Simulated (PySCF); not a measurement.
B(OH)2(SeH) (BH₃O₂Se), SMILES OB(O)[SeH]. Coordinates come from a PBE-D3(BJ)/def2-SVP optimisation. One conformer was computed; it need not be the lowest.

All values below come from PBE-D3(BJ)/def2-SVP in PySCF.

Harmonic wavenumbers (cm⁻¹): 204, 253, 321, 435, 467, 561, 574, 677, 961, 987, 1242, 1426, 2383, 3710, 3772. Rotational constants (GHz): 9.713, 2.702, 2.114; symmetry number 1.

Q: Work out the zero-point energy and the ideal-gas rigid-rotor harmonic-oscillator thermochemistry at 298.15 K and 1 atm.

A: ZPE = ½ Σ hcν = ½ × 17972 cm⁻¹ = 25.69 kcal/mol. H − E(el) = 29.66 kcal/mol. Entropy in cal/(mol K): translation 40.38, rotation 26.16, vibration 8.32, total 74.86. G − E(el) = 7.34 kcal/mol. Cp = 20.06 cal/(mol K).
